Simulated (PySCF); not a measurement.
Si(H)2(SeH)2 (H₄Se₂Si), SMILES [SeH][SiH2][SeH]. Atoms are numbered in the order given.

```xyz
7

Si     0.0000     0.0000    -1.0066
Se     1.9142     0.0260     0.2332
Se    -1.9142    -0.0260     0.2332
H      0.1185     1.2185    -1.8572
H     -0.1185    -1.2185    -1.8572
H      1.5422    -1.1902     0.9734
H     -1.5422     1.1902     0.9734
```
Charge 0, spin multiplicity 1.

The structure is a stationary point at PBE0-D3(BJ)/def2-SVP. The structure was generated by enumeration, and PubChem lists no compound with its InChIKey, so it may never have been made. Other conformers were not sampled.

Computed with PBE/def2-TZVPD in PySCF.

The molecule is in vacuum.

- total energy: -5094.18934 hartree
- point group: C2
- highest occupied level: -5.96 eV
- lowest empty level: -1.61 eV
- orbital gap: 4.35 eV
- dipole moment: 0.06 D
- quadrupole, principal values (traceless, Buckingham form, about the centre of nuclear charge): -4.43, 1.34, 3.09 D·Å
- mean static polarisability: 91.5 bohr³ (13.55 Å³)
- polarisability, principal values: 74.5, 84.4, 115.5 bohr³
